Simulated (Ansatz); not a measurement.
Program: Ansatz. Geometries: PBE0-D4/def2-TZVP. ΔE: electronic, gas phase. CCSD(T)/CBS adds triple-zeta CCSD(T) − MP2 to the extrapolated MP2 energy (def2 sets, frozen cores). Functionals use def2-TZVPP. Elements past krypton have def2 core potentials. For Sb outer-core shells are correlated without core-valence functions, which leaves a few kJ/mol of doubt a bond. One conformer a species, not always the lowest.

Reaction (substitution at a C–Sb bond): `[CH3][SbH][CH2]O` + `O[SiH2]F` → `OCO[SiH2]F` + `[CH3][SbH2]`

```json
{"level": "r2SCAN", "ΔE (kJ/mol)": "13.0"}
{"level": "MP2/def2-QZVPP", "ΔE (kJ/mol)": "28.2"}
```

(1) What does CCSD(T)/CBS give? (Best estimate.)

Largest T1 diagnostic among the species: 0.013.

Results:

(1) The calculation gave: +22.7 kJ/mol. The listed levels differ from it by -9.7, 5.5 kJ/mol.

In def2-TZVPP, CCSD(T) changes the Hartree–Fock value by +23.7 kJ/mol (the triples alone add +3.1 kJ/mol) and MP2 by +32.7 kJ/mol. From PBE to PBE0 (25 % exact exchange), in def2-TZVPP and without D4, ΔE moves by −4.5 kJ/mol.
